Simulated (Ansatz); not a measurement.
Isolated molecules relaxed with PBE0-D4/def2-TZVP in Ansatz; ΔE leaves out vibrations. CCSD(T)/CBS is the MP2 limit (def2-TZVPP, def2-QZVPP) plus CCSD(T) − MP2 in def2-TZVPP, frozen cores. This one scheme is used for every species. Functionals use def2-TZVPP. B3LYP here is the variant with VWN-RPA as its local correlation; programs differ in this. Elements past krypton have def2 core potentials. For Y outer-core shells are correlated without core-valence functions, which leaves a few kJ/mol of doubt a bond. One conformer a species, not always the lowest.

Consider the ligand exchange at a Y–F bond: `[NH2][Y]([F])[F]` + dimethylamine → `C[N](C)[Y]([NH2])[F]` + H–F.

`[NH2][Y]([F])[F]`:

```xyz
6

N    -1.108   -0.359    0.175
Y     0.899    0.292   -0.141
F     2.375   -0.748    0.732
F     1.194    1.905   -1.297
H    -1.950    0.062   -0.199
H    -1.410   -1.152    0.729
```

`CNC`:

Z-matrix (Å, degrees):
```
C
N 1 1.445
H 1 1.094 2 109.4
H 1 1.092 2 110.0 3 117.9
H 1 1.104 2 114.0 3 -120.2
C 2 1.445 1 112.8 3 65.3
H 2 1.011 1 109.8 3 -171.9
H 6 1.104 2 114.0 1 54.9
H 6 1.094 2 109.4 1 -65.3
H 6 1.092 2 110.0 1 176.8
```

`C[N](C)[Y]([NH2])[F]`:

```xyz
14

C    -0.556   -0.062   -2.012
N    -0.201   -0.138   -0.619
C    -0.377   -1.473   -0.104
Y     0.509    1.437    0.647
N     0.954    0.959    2.693
F     0.754    3.302   -0.074
H    -0.421    0.955   -2.397
H    -1.607   -0.341   -2.191
H     0.058   -0.731   -2.636
H    -0.104   -1.526    0.959
H     0.248   -2.212   -0.632
H    -1.419   -1.821   -0.185
H     1.297    1.596    3.403
H     0.867    0.057    3.148
```

H–F:

Z-matrix (Å, degrees):
```
F
H 1 0.920
```

| level | ΔE (kJ/mol) | difference from CCSD(T)/CBS |
| --- | --- | --- |
| PBE-D4 | 136.3 | 3.8 |
| r2SCAN-D4 | 141.4 | 8.9 |
| PBE0-D4 | 136.6 | 4.1 |
| B3LYP-D4 | 142.7 | 10.2 |
| ωB97X-V | 147.3 | 14.8 |
| ωB97M-V | 143.2 | 10.7 |
| B2PLYP | 142.3 | 9.8 |
| PBE | 141.6 | 9.1 |
| r2SCAN | 143.3 | 10.8 |
| PBE0 | 141.5 | 9.0 |
| B3LYP | 150.9 | 18.4 |
| HF/def2-TZVPP | 160.0 | 27.5 |
| MP2/def2-TZVPP | 121.9 | -10.6 |
| SCS-MP2/def2-TZVPP | 129.1 | -3.4 |
| CCSD/def2-TZVPP | 130.3 | -2.2 |
| CCSD(T)/def2-TZVPP | 125.4 | -7.1 |
| HF/def2-QZVPP | 163.3 | 30.8 |
| MP2/def2-QZVPP | 127.0 | -5.5 |
| SCS-MP2/def2-QZVPP | 134.2 | 1.7 |
| HF/CBS(def2) | 163.8 | 31.3 |
| MP2/CBS(def2) | 128.9 | -3.6 |
| CCSD/CBS(def2) | 137.3 | 4.8 |
| CCSD(T)/CBS | 132.5 | 0 |

Largest T1 diagnostic among the species: 0.014.

The D4 term adds −8.2 kJ/mol with B3LYP and −4.9 kJ/mol with PBE0; it sums over pairs of atoms, weighted by their polarisabilities, and B3LYP, whose exchange is more repulsive, gets the larger term. In def2-TZVPP, CCSD(T) changes the Hartree–Fock value by −34.6 kJ/mol (the triples alone add −4.9 kJ/mol) and MP2 by −38.2 kJ/mol.
